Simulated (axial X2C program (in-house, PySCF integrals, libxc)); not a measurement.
**Working with the constants of ZrH**

A bond curve at the PBE0 level, two-component, was computed with an axial X2C code built on PySCF integrals (basis Zr dyall-cv3z [11s12p9d6f3g], H dyall-v3z [6s2p1d] (cores contracted in-house)) for the state Ω = 3/2 (⟨Sz⟩ = -1.50, ⟨Lz⟩ = 3.00 at PBE0). Its fit gives Re = 1.8561 Å, ωe = 1596.6 cm⁻¹, ωexe = 21.1 cm⁻¹ and αe = 1.060e-01 cm⁻¹; the masses are 89.9047 and 1.0078 u. Two-component means X2C with spin–orbit coupling and atomic mean-field Coulomb and Gaunt terms.

Find the reduced mass, Be and the force constant.

From the PBE0 values: μ = 0.9966 u. Be = 16.8576/(μ Re²) = 4.91 cm⁻¹. k = 5.8918×10⁻⁷ μ ωe² = 1.5 mdyn/Å.

Scale the constants to the deuteride (D 2.0141 u) within the Born–Oppenheimer picture.

ρ = √(μH/μD) = 0.7113; ωe = 1135.6, ωexe = 10.7, Be = 2.484 cm⁻¹; the zero-point energy falls by 228 cm⁻¹.

Where do the fundamental and the first overtone lie?

ν(1←0) = ωe − 2ωexe = 1554.4 cm⁻¹; ν(2←0) = 2ωe − 6ωexe = 3066.6 cm⁻¹.

A Morse curve ties αe to the other constants (Pekeris). How well does that hold?

αe(Morse) = 6Be²/ωe × (√(ωexe/Be) − 1) = 9.721e-02 cm⁻¹; the PBE0 curve gives 1.060e-01 cm⁻¹, a ratio of 0.92.

Estimate the centrifugal constant by the Kratzer relation.

D = 4Be³/ωe² = 1.86e-04 cm⁻¹.

Occupations by symmetry block were frozen at the best pattern of an incomplete PBE0 search. Density functionals use the spin component along the axis (collinear). Without a current term, density functionals place determinants with orbital angular momentum somewhat too high. With several unpaired electrons one determinant need not be a pure state. The lowest spin-free determinant has another configuration (M_S = 3/2, Λ = 0), so the order of states is uncertain and this need not be the ground state.
